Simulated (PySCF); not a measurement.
WO₃, SMILES [O]=[W](=[O])=[O], multiplicity 1.

Coordinates come from a PBE-D3(BJ)/def2-TZVP optimisation. A frequency run showed that this geometry is not a minimum. The multiplicity is an assumed one; other spin states were not compared. The isomer is the one that the SMILES or the coordinates give; other isomers of the formula were not compared. The def2 effective core potentials stand for the cores of W; spin–orbit coupling is left out.

Two levels are set side by side: TDA-PBE/def2-SVPD (PySCF) and TDA-M06-2X/def2-SVPD (PySCF). Vertical, same geometry. The lowest singlet is HOMO−2→LUMO 100 % with PBE and HOMO−1→LUMO 98 % with the other functional; states are paired by order. Differences are taken from unrounded values.

```csv
quantity,TDA-M06-2X
lowest singlet excitation (eV),2.01
lowest triplet excitation (TDA) (eV),1.83
```

Q: What does TDA-PBE give, and how far is it from TDA-M06-2X? (Estimate from the structure and the level; the computed values follow.)

A: 
```
quantity                              TDA-PBE  TDA-PBE minus TDA-M06-2X
------------------------------------  -------  ------------------------
lowest singlet excitation (eV)           0.98                     -1.03
lowest triplet excitation (TDA) (eV)     0.81                     -1.02
```

A lower first singlet is the usual sign of a functional without exact exchange. Differences between two approximate levels are no errors against the true value.

Rough cost on one machine, each run with all the roots and properties that it gave: TDA-M06-2X against TDA-PBE about 10 times.
